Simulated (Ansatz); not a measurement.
This geometry of AlClGaH₆NO (11 atoms, charge 0, multiplicity 1) is a first-order saddle point.

Theory: RKS revPBE-D4/def2-SVP in Ansatz.

```xyz
11
Properties=species:S:1:pos:R:3
Ga -0.279 0.208 0.176
Cl -0.216 -1.924 0.636
N 1.715 0.782 0.111
H 2.679 0.973 0.438
H 1.901 -0.142 -0.308
H -1.131 0.778 -1.001
O -0.432 1.274 1.821
Al 1.236 2.113 1.547
H 2.311 1.923 2.715
H 0.914 3.550 0.921
H -1.230 1.825 1.918
```

(1) Which two structures does it join? (They come from a converged band through this point; their orientation in space is the band's.)

(2) How far does it lie above each of them?

Results:

(1) No bond is made or broken.  The two ends are copies of one structure, up to a mirror image or an exchange of like atoms.

First end point:

```xyz
11
Properties=species:S:1:pos:R:3
Ga -0.296 0.166 0.124
Cl -0.270 -1.730 1.230
N 1.614 0.810 0.092
H 2.237 0.029 0.347
H 1.944 1.167 -0.815
H -1.208 0.393 -1.125
O -0.452 1.583 1.508
Al 1.349 2.161 1.533
H 2.071 1.720 2.893
H 1.484 3.624 0.894
H -1.005 1.437 2.295
```

Last end point:

```xyz
11
Properties=species:S:1:pos:R:3
Ga -0.297 0.167 0.124
Cl -0.259 -1.715 1.251
N 1.612 0.813 0.086
H 1.935 1.177 -0.821
H 2.241 0.034 0.332
H -1.210 0.377 -1.127
O -0.459 1.593 1.498
Al 1.348 2.158 1.535
H 2.057 1.701 2.897
H 1.497 3.623 0.907
H -0.997 1.434 2.292
```

(2) 1.84 eV above the first and 1.84 eV above the second. This is the barrier of this one path; another mechanism may lie lower.

The run took 5.2 min on 4 threads of Arm Neoverse V2, with other jobs on the host, peak memory 0.2 GiB.
